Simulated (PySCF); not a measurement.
# Radial density of Tc⁺ (technetium, charge +1)

UHF, [Kr] 4d4 5s2, high-spin 5D determinant (an excited configuration). All numbers are calculated (PySCF 2.14, a scalar-relativistic core potential, in def2-QZVPPD with the def2 core potential (28 electrons) (7s5p4d4f2g, 88 functions)). This is the valence pseudo-density: the core potential removes the inner electrons and smooths the orbitals near the nucleus.

```json
{"r (bohr)": "0.0624", "4πr²ρ (e/bohr)": "3.139e-05", "4πr²(ρα − ρβ)": "0.0000"}
{"r (bohr)": "0.105", "4πr²ρ (e/bohr)": "0.0001967", "4πr²(ρα − ρβ)": "0.0000"}
{"r (bohr)": "0.177", "4πr²ρ (e/bohr)": "0.001984", "4πr²(ρα − ρβ)": "0.0006"}
{"r (bohr)": "0.297", "4πr²ρ (e/bohr)": "0.03922", "4πr²(ρα − ρβ)": "0.0099"}
{"r (bohr)": "0.500", "4πr²ρ (e/bohr)": "1.245", "4πr²(ρα − ρβ)": "0.1877"}
{"r (bohr)": "0.840", "4πr²ρ (e/bohr)": "10.33", "4πr²(ρα − ρβ)": "1.7372"}
{"r (bohr)": "1.41", "4πr²ρ (e/bohr)": "8.031", "4πr²(ρα − ρβ)": "2.8674"}
{"r (bohr)": "2.38", "4πr²ρ (e/bohr)": "1.871", "4πr²(ρα − ρβ)": "0.8771"}
{"r (bohr)": "4.00", "4πr²ρ (e/bohr)": "0.4299", "4πr²(ρα − ρβ)": "0.0058"}
{"r (bohr)": "6.73", "4πr²ρ (e/bohr)": "0.01370", "4πr²(ρα − ρβ)": "-0.0041"}
{"r (bohr)": "11.3", "4πr²ρ (e/bohr)": "2.646e-05", "4πr²(ρα − ρβ)": "0.0000"}
```

Energies and moments cover only the electrons outside the core potential.

Problem. Where is the radial spin density 4πr²(ρα − ρβ) most negative, and why is it negative at all?

Solution. Around r = 6.73 bohr, down to -0.0041 e/bohr: exchange with the open shell polarises the paired shells in an unrestricted calculation.
